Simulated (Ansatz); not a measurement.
`[NH2][Zn]` radical. Charge 0, multiplicity 2.

```
atom   x (Å)   y (Å)   z (Å)
  N1  -0.081   0.370  -0.019
 Zn2   1.165  -0.875  -0.711
  H3  -0.051   0.392   0.997
  H4  -1.033   0.113  -0.267
```

Problem. List the harmonic frequencies (cm⁻¹, unscaled) at PBE0-D4/def2-TZVP in Ansatz. (Estimate.)

Solution. Computed: 487, 598, 703, 1537, 3486, 3583.

Problem. Is this a minimum?

Solution. Yes, all 6 modes are real.

Problem. Give the ideal-gas thermochemistry at 298.15 K and 1 bar (rigid rotor, harmonic oscillator; point group Cs, symmetry number 1).

Solution. Zero-point energy 62.2 kJ/mol; H(298) − E = 73.4 kJ/mol; entropy 258.8 J/(mol·K), of which translation 163.7, rotation 83.3, vibration 6.1, electronic 5.8; G(298) − E = -3.7 kJ/mol.

Problem. And at 400, 500, 600, 800 and 1000 K?

Solution. 
| T (K) | H − E (kJ/mol) | S (J/mol/K) | G − E (kJ/mol) |
| --- | --- | --- | --- |
| 400 | 78.4 | 273.3 | -30.9 |
| 500 | 83.8 | 285.1 | -58.8 |
| 600 | 89.4 | 295.4 | -87.8 |
| 800 | 101.3 | 312.5 | -148.7 |
| 1000 | 114.0 | 326.7 | -212.7 |
